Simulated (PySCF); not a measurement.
Cd(SiH3)2 (singlet state).
Bonds: Cd1–Si2, Cd1–Si6. Hydrogens: H3, H4, H5 on Si2; H7, H8, H9 on Si6.

Method: PySCF 2.14.0, PBE0-D3(BJ)/def2-SVP geometry optimisation, gas phase, def2 core potentials past Kr; density fitting, grid level 1; the optimiser is geomeTRIC in internal coordinates, started from a GFN2-xTB structure with every atom displaced at random (about 0.03 Å).

Step 0: E = -20404.5838 eV
```
atom  x, y, z in Å  |  force x, y, z in eV/Å
Cd1     0.0891   -0.0530    0.0143   -0.248   0.195  -0.200
Si2    -0.0159   -0.0289    2.6305    1.819   0.607  -1.814
H3      0.8040   -1.0497    3.2371    0.864  -0.868   0.263
H4     -1.2235   -0.2637    3.2382   -2.863  -0.484   0.926
H5      0.4305    1.2165    3.2641    0.310   0.677   0.021
Si6    -0.0078    0.0333   -2.6418    1.126   0.099   0.928
H7      1.3116    0.3724   -3.2882    0.044  -0.020   0.246
H8     -0.9154    0.9677   -3.2764   -0.778   0.704  -0.141
H9     -0.3398   -1.2641   -3.2035   -0.274  -0.911  -0.229
```

Task: Estimate the geometry and energy of step 1. (The exact step hangs on the optimiser's Hessian estimate; all steps are aligned on step 0, rigid shifts and turns removed.)

Result: E = -20404.9788 eV, largest force 0.460 eV/Å
```
atom  x, y, z in Å  |  force x, y, z in eV/Å
Cd1     0.0783   -0.0348    0.0044   -0.187   0.130  -0.131
Si2    -0.0009   -0.0262    2.5718    0.339   0.009  -0.182
H3      0.8685   -1.0886    3.1587    0.155  -0.106  -0.017
H4     -1.3300   -0.2749    3.1679   -0.456  -0.053  -0.004
H5      0.4649    1.2615    3.1751    0.061   0.105  -0.072
Si6     0.0051    0.0292   -2.5838    0.348  -0.044   0.224
H7      1.3388    0.3726   -3.1896   -0.003  -0.015   0.110
H8     -0.9476    1.0028   -3.1896   -0.180   0.113   0.087
H9     -0.3444   -1.3110   -3.1406   -0.075  -0.140  -0.014
```

The energy changes by -0.3949 eV. The first-order estimate −F·Δx gives -0.6574 eV and the mean of the old and new forces, exact on a quadratic surface, -0.4043 eV. The step makes an angle of 59° with the force vector and moves no atom by more than 0.128 Å.

The cost below is that of the whole optimisation. Time: 23 s of wall time; peak memory 0.38 GiB. Hardware: Arm Neoverse V1, one thread, shared host.
